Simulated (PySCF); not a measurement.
## Hg (mercury, neutral) across methods

[Xe] 4f14 5d10 6s1 7s1, high-spin 3S determinant (an excited configuration). Calculation: PySCF 2.14, in aug-cc-pVDZ-PP with ECP60MDF (5s5p4d2f, 54 functions); scalar relativity through the core potential.

```csv
method,E (hartree),mean ε 5d β (eV),mean ε 6s α (eV),mean ε 7s α (eV),Σ⟨r²⟩ (bohr²),⟨S²⟩
TPSSh,-153.1785,-15.434,-11.274,-1.739,102.4,2.001
CAM-B3LYP,-153.1790,-18.040,-13.151,-2.230,102.4,2.000
r2SCAN0,-153.2348,-16.845,-12.096,-1.893,102.1,2.002
UHF,-152.31581,-21.112,-13.464,-2.444,102.9,2.002
wB97M-V,-153.1413,-19.102,-13.831,-2.288,102.1,2.000
PBE,-153.2594,-14.743,-11.086,-1.684,102.3,2.001
PBE0,-153.2267,-16.584,-11.875,-1.944,102.3,2.001
LDA,-152.9892,-14.986,-11.476,-1.672,102.2,2.001
```

Question: Estimate the same row for r2SCAN.

Answer: E (hartree) = -153.2869; mean ε 5d β (eV) = -15.067; mean ε 6s α (eV) = -11.282; mean ε 7s α (eV) = -1.655; Σ⟨r²⟩ (bohr²) = 102.1; ⟨S²⟩ = 2.002.

Energies and moments cover only the electrons outside the core potential. Spin-orbit coupling, which splits the p, d and f shells strongly at this Z, is absent. The outer electron is Rydberg-like, and this basis confines it to a smaller radius and binds it less than a complete one would.
